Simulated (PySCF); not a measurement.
SMILES F[Si](F)(F)CCc1cccs1 (C₆H₇F₃SSi), GFN2-xTB optimised geometry.

```
18

F     -3.46    -2.33     0.57
Si    -2.22    -2.37     1.57
F     -2.88    -2.57     3.00
F     -1.52    -3.76     1.26
C     -1.08    -0.89     1.43
C     -0.44    -0.74     0.04
C      0.48     0.42     0.00
C      1.84     0.42     0.00
C      2.40     1.72     0.00
C      1.46     2.70     0.01
S     -0.14     2.05     0.01
H     -1.62     0.03     1.67
H     -0.27    -0.97     2.17
H      0.11    -1.64    -0.22
H     -1.24    -0.61    -0.70
H      2.43    -0.47    -0.01
H      3.46     1.92     0.00
H      1.59     3.76     0.01
```

Density from B3LYP/def2-SVP run with PySCF at that geometry.

Minimum of the electron density along straight lines between bonded atoms, close to the bond critical point (lines longer than 1.1 times the sum of covalent radii, or with two minima, are not listed):

```tsv
bond	length / Å	ρ at the minimum / e bohr⁻³	∇²ρ there / e bohr⁻⁵	position (fraction from the first atom)
F1–Si2	1.587	0.126	1.21	0.58
Si2–F3	1.587	0.126	1.21	0.42
Si2–F4	1.588	0.126	1.21	0.42
Si2–C5	1.876	0.123	0.30	0.38
C5–C6	1.542	?	-0.51	0.51
C6–C7	1.490	0.260	?	0.49
C7–C8	1.359	0.325	-0.83	0.51
C8–C9	1.414	0.297	-0.74	0.50
C9–C10	1.355	0.327	-0.84	0.49
C7–S11	1.736	0.211	-0.44	0.47
C10–S11	1.719	0.217	-0.47	0.47
C5–H12	1.093	0.273	-0.98	0.63
C5–H13	1.093	0.273	-0.98	0.63
C6–H14	1.092	0.279	-1.03	0.63
C6–H15	1.092	0.279	-1.03	0.63
C8–H16	1.076	0.284	-1.08	0.63
C9–H17	1.075	0.285	-1.10	0.63
C10–H18	1.072	0.286	-1.12	0.64
```

Question: Some entries are withheld; supply them.

Answer: 
- C5–C6, ρ at the minimum / e bohr⁻³: 0.233
- C6–C7, ∇²ρ there / e bohr⁻⁵: -0.62
